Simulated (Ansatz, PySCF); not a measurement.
CH4BClFN. Atoms are numbered in the order given.

```xyz
9

B      0.2243    -0.1056     0.0000
Cl    -0.3617    -1.7829     0.0000
F      1.5412     0.1042     0.0000
N     -0.6721     0.9611     0.0000
C     -0.3109     2.3643     0.0000
H     -1.6660     0.7594     0.0000
H     -0.6958     2.8859     0.8929
H     -0.6958     2.8859    -0.8929
H      0.7835     2.4548     0.0000
```
Charge 0, spin multiplicity 1.

Coordinates come from a r2SCAN-D4/def2-SVP optimisation. This is a generated structure with no PubChem entry under its InChIKey; it may be hypothetical. One conformer was computed; it need not be the lowest.

Vertical ionisation energy (IE) and electron affinity (EA) in eV. Rows of orbital energies are one-electron estimates. Where ΔSCF, EOM or ADC give a negative EA the extra electron is unbound and the value depends on the basis.

```json
[
 {"level": "−ε(HOMO), −ε(LUMO), r2SCAN/def2-TZVP (PySCF)", "IE": "6.77", "EA": "-0.37"},
 {"level": "−ε(HOMO), −ε(LUMO), PBE/def2-TZVP (PySCF)", "IE": "6.49", "EA": "0.03"},
 {"level": "ΔSCF, CAM-B3LYP/def2-SVPD (Ansatz), final states of multiplicity 2 and 2", "IE": "10.28", "EA": "-1.33"},
 {"level": "ΔSCF, PBE/def2-SVPD (Ansatz), final states of multiplicity 2 and 2", "IE": "9.84", "EA": "-1.09"}
]
```

What vertical singlet–triplet gap does ΔSCF give with CAM-B3LYP/def2-SVPD (Ansatz, a first-principles code) and with PBE/def2-SVPD (Ansatz)? (Estimate from the structure and the level; the computed values follow.)

6.69 and 6.17 eV (triplet above singlet where positive).
